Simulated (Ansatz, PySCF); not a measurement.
C3H8O2, triplet, at the geometry of the source list (a higher spin typed on purpose: for a closed-shell molecule this is an excited state) (in this run its highest filled SCF level lies above zero, so its values depend strongly on the basis, on diffuse functions most of all). Base run: CCSD(T)/STO-3G in PySCF.

The PySCF input:
```python
from pyscf import gto, scf, cc

mol = gto.Mole()
mol.atom = '''
    C     1.497400    0.210700    0.264200
    C     0.093400    0.382000   -0.303400
    O    -0.622000    1.416100    0.347900
    C    -0.719300   -0.918800   -0.221100
    O    -2.000200   -0.747600   -0.768800
    H     2.036800    1.152300    0.207500
    H     1.448400   -0.104700    1.305700
    H     2.040100   -0.541100   -0.300400
    H     0.141200    0.702500   -1.349600
    H    -0.595600    1.252100    1.298300
    H    -0.232700   -1.716000   -0.785600
    H    -0.795300   -1.230700    0.835300
    H    -2.292100    0.143300   -0.529900
'''
mol.basis = 'sto-3g'
mol.charge = 0
mol.spin = 2
mol.verbose = 4
mol.build()

mf = scf.UHF(mol)
mf.kernel()

mycc = cc.CCSD(mf)
mycc.kernel()
et = mycc.ccsd_t()
print('E(CCSD(T)) = %.10f' % (mycc.e_tot + et))
```

The same geometry, method and basis name were run in Ansatz (a quantum-chemistry and plane-wave program) and PySCF, at each program's defaults and at the settings that a row names. The base is PySCF at its defaults. Differences at the defaults can come from grids, fitting, cores and function types together. The rows with settings made alike still differ; the cause (another SCF solution, basis table, core potential or functional code) wasn't traced.

| code and settings | ΔE vs base (mEh) | basis functions | E (Eh) | SCF cycles | SCF-reference dipole (D) |
|---|---|---|---|---|---|
| PySCF, defaults (exact integrals, spherical functions, all electrons correlated) | 0.000 | 33 | -264.44905 | 21 | 1.14 |
| Ansatz, defaults (factorised integrals, spherical functions, frozen core) | 0.139 | 33 | -264.44891 | - | - |
| PySCF, frozen core | 1.462 | 33 | -264.44758 | 21 | 1.14 |
| Ansatz, high accuracy, frozen core | 0.112 | 33 | -264.44893 | - | - |

Open shells are given as the SCF converged; they aren't shown to be the lowest states, and a large step between rows can be another state.
